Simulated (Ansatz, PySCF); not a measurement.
Gas-phase reaction in SMILES: BrBr [molecular bromine] + [H][H] (H2) -> 2 Br (HBr)
Each molecule is optimised on its own at B3LYP-D3(BJ)/def2-TZVP (Ansatz, a quantum-chemistry and plane-wave program). Frequencies are from Ansatz or PySCF.

Property: energy of full hydrogenation (enthalpy at 298 K, with B3LYP-D3(BJ) rigid-rotor harmonic-oscillator terms), in kcal/mol. Cores are frozen in the correlated levels unless marked. Spin-orbit coupling is left out. Frozen are the shells of the preceding noble gas and the d and f shells that filled before the atom's block. No relativistic terms. CBS marks a two-point X^-3 extrapolation of the correlation energy; Hartree-Fock from the larger set (for Q and 5 zeta extrapolated as (X+1)exp(-9√X)).

From measured enthalpies of formation at 298 K: -24.5 kcal/mol (BrBr 7.4, ATcT 1.112; [H][H] (H2) 0.0, ATcT 1.112; Br (HBr) -8.6, ATcT 1.112). It holds spin-orbit effects, which the calculations lack, and core correlation, which the frozen-core levels lack.

```json
[
 {"level": "HF-D4/def2-TZVPD", "program": "PySCF + dftd4", "energy of full hydrogenation (kcal/mol)": "-28.3", "error against measurement": "-3.8"},
 {"level": "r2SCAN0-D4/def2-TZVPD", "program": "Ansatz + dftd4", "energy of full hydrogenation (kcal/mol)": "-26.9", "error against measurement": "-2.4"},
 {"level": "RI-MP2/aug-cc-pVQZ", "program": "Ansatz", "energy of full hydrogenation (kcal/mol)": "-26.3", "error against measurement": "-1.8"},
 {"level": "RI-MP2/CBS(aug-cc-pVTZ,aug-cc-pVQZ)", "program": "Ansatz", "energy of full hydrogenation (kcal/mol)": "-25.5", "error against measurement": "-1.0"},
 {"level": "CCSD/CBS(aug-cc-pVTZ,aug-cc-pVQZ)", "program": "Ansatz", "energy of full hydrogenation (kcal/mol)": "-26.5", "error against measurement": "-2.0"},
 {"level": "CCSD(T)/cc-pVQZ", "program": "Ansatz", "energy of full hydrogenation (kcal/mol)": "-25.9", "error against measurement": "-1.4"},
 {"level": "CCSD(T)/CBS(cc-pVQZ,cc-pV5Z)", "program": "Ansatz", "energy of full hydrogenation (kcal/mol)": "-24.7", "error against measurement": "-0.2"}
]
```
